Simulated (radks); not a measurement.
The silver ion Ag2+ inside a hard spherical wall (all orbitals vanish at R), configuration held at [Kr] 4d9 and not refilled when levels cross. Method: scalar-relativistic Kohn-Sham, PBE, spin-polarised, spherical densities, finite nucleus; open shells are filled with parallel spins first (spin-orbit coupling, left out, can overturn this in heavy ions); Fermi nuclear charge, rms radius 4.5454 fm; computed with a radial shooting solver on a logarithmic mesh with Libxc functionals. Eigenvalues in eV for spin up, with the zero of energy where the potential of the charges vanishes at infinity; a dash marks a level that is unbound or too diffuse for the functional's potential to be trusted. A positive occupied level is held by the wall or, in an anion where self-interaction has pushed it up, behind a barrier. The pressure on the wall is -dE/dV.

R (bohr)  E (hartree)  kinetic (hartree)    e(3d)    e(4s)    e(4p)    e(4d)  e(5s, empty)  e(5p, empty)  pressure (GPa)
free      -5314.83421           5521.370  -381.32  -117.95  -81.344  -29.243       -20.949       -14.453               0
20        -5314.83421           5521.370  -381.32  -117.95  -81.344  -29.243       -20.949       -14.453        < 0.0001
15        -5314.83421           5521.370  -381.32  -117.95  -81.344  -29.243       -20.949       -14.453        < 0.0001
12        -5314.83421           5521.370  -381.32  -117.95  -81.344  -29.243       -20.949       -14.453        < 0.0001
10        -5314.83421           5521.370  -381.32  -117.95  -81.344  -29.243       -20.949       -14.453        < 0.0001
8         -5314.83421           5521.370  -381.32  -117.95  -81.344  -29.243       -20.948       -14.434        0.000134
7         -5314.83419           5521.370  -381.32  -117.95  -81.343  -29.242       -20.937       -14.369         0.00232
6         -5314.83397           5521.373  -381.30  -117.94  -81.331  -29.231       -20.866       -14.100          0.0396
4         -5314.80184           5521.640  -380.34  -117.10  -80.530  -28.458       -18.187        -9.170            11.3
3         -5314.47886           5523.589  -375.26  -113.01  -76.622  -24.332        -6.297         7.185             226
